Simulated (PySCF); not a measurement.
B3LYP has the VWN-RPA correlation part, as in Gaussian. 

Cartesian coordinates (Å):
```xyz
17

Ti    -0.0007     0.0002    -0.0018
C      1.0232     0.4597     1.7372
H      2.0382     0.8409     1.4898
H      1.1217    -0.4495     2.3698
H      0.4719     1.2397     2.3067
C     -0.9841     1.6869    -0.6881
H     -0.4209     2.5992    -0.3930
H     -2.0054     1.7341    -0.2506
H     -1.0657     1.6540    -1.7966
C      1.3395    -0.6526    -1.4373
H      0.8415    -1.3750    -2.1204
H      2.2035    -1.1532    -0.9478
H      1.7101     0.2115    -2.0312
C     -1.3791    -1.4939     0.3871
H     -1.7369    -1.4139     1.4370
H     -0.9090    -2.4908     0.2394
H     -2.2478    -1.3972    -0.3002
```
Charge 0, multiplicity 1.

Task: What is the computed HOMO–LUMO gap, total energy, charge on the central atom (meta-Löwdin), LUMO, HOMO, dipole moment and charge on the central atom (Mulliken) (PySCF 2.14.0 with B3LYP-D3(BJ)/def2-TZVP // PBE-D3(BJ)/def2-SVP)?

Result: 
```json
{
 "HOMO–LUMO gap": "5.63 eV",
 "total_energy": "-1009.1961 Ha",
 "charge on the central atom (meta-Löwdin)": "1.30 e",
 "LUMO": "-1.65 eV",
 "HOMO": "-7.28 eV",
 "dipole_moment": "0.00 D",
 "charge on the central atom (Mulliken)": "1.26 e"
}
```
